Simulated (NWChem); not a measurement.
System: CH$_{3}$BF$_{2}$O; SMILES OCB(F)F

Here is an NWChem input.

```
start job
memory heap 200 mb stack 900 mb global 1100 mb
geometry units angstroms noautoz
  O      0.119861    -1.949954     0.129512
  C     -0.720988    -0.843540    -0.063680
  B     -0.020556     0.556317     0.012024
  F     -0.710824     1.679727     0.033743
  F      1.297884     0.656675     0.015113
  H      0.958590    -1.772817    -0.308067
  H     -1.277253    -0.888739    -1.028458
  H     -1.515046    -0.874356     0.703792
end
basis spherical
  * library 6-31g*
end
dft
  xc b3lyp
  iterations 150
  vectors input atomic output neutral.movecs
end
task dft energy
charge 1
dft
  odft
  mult 2
  vectors input atomic output cation.movecs
end
task dft energy
```

Parts of the log:

```
             Northwest Computational Chemistry Package (NWChem) 7.3.0
             --------------------------------------------------------

 C1  symmetry detected

                             Geometry "geometry" -> ""
                             -------------------------

 Output coordinates in angstroms (scale by  1.889725989 to convert to a.u.)

  No.       Tag          Charge          X              Y              Z
 ---- ---------------- ---------- -------------- -------------- --------------
    1 O                    8.0000     0.06593146    -1.94396130     0.09669045
    2 C                    6.0000    -0.74494809    -0.81211693    -0.07623959
    3 B                    5.0000    -0.00381201     0.56633120     0.00459213
    4 F                    9.0000    -0.66126004     1.70875142     0.04496272
    5 F                    9.0000     1.31691572     0.62891563    -0.00666702
    6 H                    1.0000     0.90438878    -1.78659669    -0.34889336
    7 H                    1.0000    -1.31317399    -0.83193196    -1.03488289
    8 H                    1.0000    -1.53081899    -0.82773880     0.70006826

 Effective nuclear repulsion energy (a.u.)     167.4849786738

                                 NWChem DFT Module
                                 -----------------

 Summary of "ao basis" -> "ao basis" (spherical)
 ------------------------------------------------------------------------------
       Tag                 Description            Shells   Functions and Types
 ---------------- ------------------------------  ------  ---------------------
 O                           6-31g*                  6       14   3s2p1d
 C                           6-31g*                  6       14   3s2p1d
 B                           6-31g*                  6       14   3s2p1d
 F                           6-31g*                  6       14   3s2p1d
 H                           6-31g*                  2        2   2s

            General Information
            -------------------
          SCF calculation type: DFT
          Wavefunction type:  closed shell.
          No. of atoms     :     8
          No. of electrons :    40
           Alpha electrons :    20
            Beta electrons :    20
          Charge           :     0
          Spin multiplicity:     1
          Use of symmetry is: off; symmetry adaption is: off
          Maximum number of iterations: 150
          AO basis - number of functions:    76
                     number of shells:    36
          Convergence on energy requested:  1.00D-06
          Convergence on density requested:  1.00D-05
          Convergence on gradient requested:  5.00D-04

              XC Information
              --------------
                         B3LYP Method XC Potential
                     Hartree-Fock (Exact) Exchange  0.200
                        Slater Exchange Functional  0.800 local
                    Becke 1988 Exchange Functional  0.720 non-local
              Lee-Yang-Parr Correlation Functional  0.810
                  VWN I RPA Correlation Functional  0.190 local

             Grid Information
             ----------------
          Grid used for XC integration:  medium
          Radial quadrature: Mura-Knowles
          Angular quadrature: Lebedev.
          Tag              B.-S. Rad. Rad. Pts. Rad. Cut. Ang. Pts.
          ---              ---------- --------- --------- ---------
          O                   0.60       49           8.0       434
          C                   0.70       49           7.0       434
          B                   0.85       49           8.0       434
          F                   0.50       49          10.0       434
          H                   0.35       45           8.0       434
          Grid pruning is: on
          Number of quadrature shells:   380
          Spatial weights used:  Erf1

      Superposition of Atomic Density Guess
      -------------------------------------

 Sum of atomic energies:        -337.18005654

      Non-variational initial energy
      ------------------------------

 Total energy =    -338.945200
 1-e energy   =    -798.707845
 2-e energy   =     292.277667
 HOMO         =      -0.345167
 LUMO         =       0.103208

   convergence    iter        energy       DeltaE   RMS-Dens  Diis-err
 ---------------- ----- ----------------- --------- --------- ---------
 d= 0,ls=0.0,diis     1   -339.6593156011 -5.07D+02  1.64D-02  9.81D-01
 d= 0,ls=0.0,diis     2   -339.6236620820  3.57D-02  8.10D-03  1.66D+00
 d= 0,ls=0.0,diis     3   -339.7665386739 -1.43D-01  1.20D-03  2.72D-02
 d= 0,ls=0.0,diis     4   -339.7685905606 -2.05D-03  3.43D-04  1.37D-03
 d= 0,ls=0.0,diis     5   -339.7687323798 -1.42D-04  6.66D-05  5.29D-05
  Resetting Diis
 d= 0,ls=0.0,diis     6   -339.7687364814 -4.10D-06  2.34D-05  1.39D-05
 d= 0,ls=0.0,diis     7   -339.7687376102 -1.13D-06  5.27D-06  1.23D-07
 d= 0,ls=0.0,diis     8   -339.7687376080  2.20D-09  2.68D-06  1.78D-07

         Total DFT energy =     -339.768737607981
      One electron energy =     -801.667527726314
           Coulomb energy =      334.696468357163
    Exchange-Corr. energy =      -40.282656912619
 Nuclear repulsion energy =      167.484978673788

 Numeric. integr. density =       40.000004551618

                       DFT Final Molecular Orbital Analysis
                       ------------------------------------

[...]
```

Level: B3LYP/6-31G* (spherical d), vertical spin-unrestricted ions. Coordinates come from a PBE0/def2-SVP optimisation.
